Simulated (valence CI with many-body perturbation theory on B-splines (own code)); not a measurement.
## Hyperfine factors and g values of Hg XXX

Calculated by configuration interaction combined with many-body perturbation theory (CI+MBPT): five valence electrons over a frozen Dirac-Fock core [Kr] 4d10, radial functions for each j: 7 s, 7 p, 7 d, 7 f, 4 g, 2 h, with the one-electron correlation potential Σ1 (screened to all orders), the two-electron term Σ2, the three-electron term Σ3, Breit, model QED; selected single and double excitations, second order for the rest, scaled by the run's own slope (own B-spline code, finite nucleus).

The last digits are not significant, and no measured levels were compared; by estimate large intervals hold to a few tenths of a per cent, small ones and those within an open d or f shell to about a per cent. Among the levels kept, up to 970 cm⁻¹ of a level comes from second order outside the variational space, and about a tenth of that is noise between levels of different J, which matters for small intervals. Only levels of the ground parity were solved; by the run's estimate the other parity begins above the list, which can be wrong where configurations are misplaced.

A/g_I is the dipole constant over the nuclear g factor μ/I (μ in nuclear magnetons, uniformly magnetised nucleus), B/Q the quadrupole constant per barn. Both hold the static response of the core; the bare values leave it out. Large factors of s and p1/2 electrons are usually good to 5 to 10 %; those of open d and f shells near neutrality can be off by tens of per cent, and small factors of p3/2, d and f electrons come from cancelling terms and can be off by a factor of two or in sign, in half-filled shells by more. B is blank for J = 1/2, where it vanishes, and for nearly pure S terms. Energies count from the lowest level.

Levels are named by their leading jj configuration (3d3/2^4 stands for four electrons in 3d with j = 3/2), which in mixed levels can hold well under half, so a name can repeat and another be missing. Letters in brackets count levels of one name in rising energy.

| Level | E (eV) | g | A/g_I (MHz) | A/g_I bare | B/Q (MHz/b) | B/Q bare |
| --- | --- | --- | --- | --- | --- | --- |
| (4f5/2^5) J=5/2 | 0.000 | 0.509 | 7190 | 6330 | -5450 | -4900 |
| (4f5/2^4 4f7/2) J=7/2 [a] | 2.806 | 0.885 | 4650 | 4510 | -4610 | -4160 |
| (4f5/2^4 4f7/2) J=5/2 | 4.390 | 1.038 | 4370 | 4620 | -2660 | -2360 |
| (4f5/2^4 4f7/2) J=3/2 [a] | 4.708 | 0.924 | 5440 | 5510 | -1180 | -1030 |
| (4f5/2^3 4f7/2^2) J=9/2 [a] | 4.918 | 1.058 | 3680 | 3900 | -4210 | -3810 |
| (4f5/2^4 4f7/2) J=1/2 | 5.138 | -0.450 | 15700 | 13300 |  |  |
| (4f5/2^3 4f7/2^2) J=11/2 [a] | 6.396 | 1.137 | 3370 | 3770 | -3920 | -3570 |
| (4f5/2^3 4f7/2^2) J=7/2 [a] | 6.711 | 1.274 | 2340 | 2990 | -158 | -174 |
| (4f5/2^4 4f7/2) J=15/2 | 7.234 | 1.068 | 4000 | 4280 | -627 | -687 |
| (4f5/2^4 4f7/2) J=13/2 | 7.373 | 1.155 | 3400 | 3850 | -3620 | -3340 |
| (4f5/2^3 4f7/2^2) J=9/2 [b] | 8.499 | 1.320 | 2120 | 2860 | 2140 | 1860 |
| (4f5/2^3 4f7/2^2) J=5/2 [a] | 9.148 | 1.018 | 4220 | 4390 | -2830 | -2550 |
| (4f5/2^3 4f7/2^2) J=15/2 [a] | 9.921 | 1.078 | 3680 | 3950 | -1410 | -1350 |
| (4f5/2^4 4f7/2) J=11/2 | 10.004 | 1.273 | 2490 | 3150 | 3630 | 3180 |
| (4f5/2^3 4f7/2^2) J=3/2 [a] | 10.334 | 0.621 | 6710 | 6090 | -89.3 | -99.5 |
| (4f5/2^3 4f7/2^2) J=9/2 [c] | 10.470 | 0.879 | 4620 | 4460 | -2490 | -2230 |
| (4f5/2^3 4f7/2^2) J=13/2 [a] | 10.662 | 0.975 | 4230 | 4290 | -1230 | -1140 |
| (4f5/2^3 4f7/2^2) J=11/2 [b] | 10.766 | 1.005 | 3980 | 4090 | -1020 | -934 |
| (4f5/2^3 4f7/2^2) J=5/2 [b] | 10.916 | 1.318 | 2310 | 3080 | -3280 | -2940 |
| (4f5/2^3 4f7/2^2) J=7/2 [b] | 11.796 | 1.033 | 4090 | 4290 | -2780 | -2530 |
| (4f5/2^3 4f7/2^2) J=17/2 [a] | 11.993 | 1.010 | 4080 | 4210 | 4220 | 3720 |
| (4f5/2^3 4f7/2^2) J=1/2 [a] | 12.114 | 0.403 | 11800 | 11300 |  |  |
| (4f5/2^3 4f7/2^2) J=3/2 [b] | 12.628 | 1.928 | -3060 | -1280 | 1250 | 1090 |
| (4f5/2^3 4f7/2^2) J=9/2 [d] | 13.464 | 1.059 | 3900 | 4140 | -1140 | -1050 |
| (4f5/2^3 4f7/2^2) J=15/2 [b] | 13.500 | 1.000 | 4170 | 4290 | 14.3 | 2.98 |
| (4f5/2^3 4f7/2^2) J=7/2 [c] | 13.524 | 0.875 | 4630 | 4470 | 1060 | 985 |
| (4f5/2^3 4f7/2^2) J=19/2 | 13.718 | 1.055 | 3870 | 4100 | 5370 | 4740 |
| (4f5/2^4 4f7/2) J=9/2 | 13.958 | 1.030 | 3810 | 3960 | 2980 | 2650 |
| (4f5/2^3 4f7/2^2) J=11/2 [c] | 14.130 | 1.097 | 3620 | 3940 | 923 | 807 |
| (4f5/2^3 4f7/2^2) J=5/2 [c] | 14.268 | 0.863 | 5580 | 5490 | 1010 | 880 |
| (4f5/2^3 4f7/2^2) J=21/2 | 14.369 | 1.074 | 3840 | 4120 | 6750 | 5950 |
| (4f5/2^3 4f7/2^2) J=13/2 [b] | 14.425 | 0.954 | 4470 | 4490 | -2440 | -2150 |
| (4f5/2^3 4f7/2^2) J=17/2 [b] | 14.745 | 1.018 | 4210 | 4380 | -246 | -222 |
| (4f5/2^2 4f7/2^3) J=15/2 [a] | 14.886 | 1.087 | 3460 | 3730 | -280 | -299 |
| (4f5/2^3 4f7/2^2) J=7/2 [d] | 15.146 | 1.428 | 1050 | 1960 | 1880 | 1650 |
| (4f5/2^3 4f7/2^2) J=13/2 [c] | 15.207 | 1.089 | 3750 | 4060 | 973 | 833 |
| (4f5/2^3 4f7/2^2) J=5/2 [d] | 15.316 | 1.342 | 2010 | 2800 | -1190 | -1050 |
| (4f5/2^2 4f7/2^3) J=11/2 [a] | 15.637 | 0.964 | 3970 | 3970 | -1530 | -1340 |
| (4f5/2^3 4f7/2^2) J=13/2 [d] | 15.867 | 1.049 | 3680 | 3870 | -1860 | -1670 |
| (4f5/2^4 4f7/2) J=3/2 [b] | 15.874 | 1.269 | 1170 | 1660 | 1860 | 1670 |

Q: Take the isotope of mass number 199, with I = 1/2, μ = 0.5039 μN. What is the hyperfine structure of (4f5/2^5) J=5/2?

A: From the table A = 7250 MHz. Shifts from the centre of gravity in MHz: F = 2: -12700, F = 3: 9060.
